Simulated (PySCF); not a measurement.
## A small calculation by hand: dipole moment from atomic charges

ClHSSe, SMILES [Se](Cl)S. Atoms are numbered in the order given.

```xyz
4

Se    -0.0423     0.0740     0.6727
Cl     1.5039     0.8579    -0.7064
S     -1.4546    -0.9349    -0.6360
H     -0.8552    -2.1419    -0.6852
```

Coordinates come from a B3LYP-D3(BJ)/def2-TZVP optimisation. The values are those of a single conformer.

Charges (e) from B3LYP/def2-TZVPD (PySCF):

```csv
atom,IAO,ESP fit
Se1,0.236,0.090
Cl2,-0.248,-0.134
S3,-0.087,-0.106
H4,0.099,0.150
```

The dipole moment of the full density is 1.76 D.

Task: What dipole moment does each set of point charges give, and which comes closer to that of the density?

Result: 
μ = Σ q r, and 1 e Å = 4.8032 D.
IAO: Σ q r = (-0.341, -0.326, 0.321) e Å, |μ| = 2.74 D.
ESP fit: Σ q r = (-0.179, -0.330, 0.120) e Å, |μ| = 1.90 D.
ESP fit comes closer in size. Point charges leave out the atoms' own dipoles (lone pairs, polarised bonds); fits to the potential absorb them, partitions of the density don't.
